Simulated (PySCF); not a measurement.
Compound: C₅H₁₂NPSi.
Z-matrix (Å and degrees, PBE0-D3(BJ)/def2-SVP geometry), rows numbered from 1:
```
C 
C   1  1.3347
P   2  1.7931  1  119.56
N   3  1.5505  2  117.50  1    -0.39
Si  4  1.7009  3  138.73  2    90.50
C   3  1.8074  2  109.19  1   155.06
C   6  1.5483  3   64.36  2   101.88
C   7  1.5059  3  126.02  6   110.70
H   1  1.0935  2  121.52  3  -179.45
H   1  1.0949  2  120.34  3     0.62
H   2  1.0946  1  121.82  3   179.34
H   5  1.5057  4  113.28  3    37.54
H   5  1.5044  4  112.73  3   -83.15
H   5  1.4962  4  110.41  3   157.65
H   6  1.0947  3  117.58  7   108.64
H   6  1.0962  3  118.47  7  -108.17
H   7  1.0981  3  109.73  6  -106.00
H   8  1.1000  7  112.04  3   -36.18
H   8  1.1022  7  110.47  3  -155.70
H   8  1.1001  7  111.19  3    84.39
```

NICS is the negative of the GIAO shielding at a point without a nucleus: at the ring centre (0) and 1 Å above and below it (1); zz is the component along the ring normal. Level: GIAO KT3/pcSseg-1 (PySCF, non-relativistic, gas phase) on the PBE0-D3(BJ)/def2-SVP geometry, one conformer.

Ring bond lengths (Å): P3–C6 1.807, C6–C7 1.548, C7–P3 1.801.

Give the NICS values of each ring in ppm.

```tsv
ring	type	NICS(0)	NICS(1), two faces	NICS(1)zz, two faces	rms pucker (Å)	centre to ring atoms, mean (Å)
P3–C6–C7	3-membered ring with P; formal bonds all single	-23.2	-6.9 / -4.4	-13.6 / -8.3	0.00	0.99
```

What do they say, and how far can they be read as aromaticity?

- P3–C6–C7: mean NICS(1)zz -11.0 ppm, shielded. P3, C6, C7 have four or more neighbours, and the NICS criterion for π rings isn't applied. The two faces differ by 5.3 ppm, so no symmetry operation interchanges them. NICS(0) lies 18 ppm below the mean NICS(1).

List the ring angles.

- P3–C6–C7: P3 50.8°, C6 64.4°, C7 64.8°; sum 180.0° against 180° for a flat convex ring.

How do the values depend on the level or the medium?

```
                             level  NICS(0), P3–C6–C7  mean NICS(1)zz, P3–C6–C7
                 KT3/pcSseg-1, gas              -23.2                     -11.0
                PBE0/pcSseg-1, gas              -24.5                     -12.1
 PBE0/pcSseg-1, IEF-PCM chloroform              -25.1                     -12.3
PBE0/pcSseg-1, IEF-PCM cyclohexane              -24.8                     -12.2
```

The geometry is the same throughout; the continuum's cavity takes Bondi-type radii × 1.2.
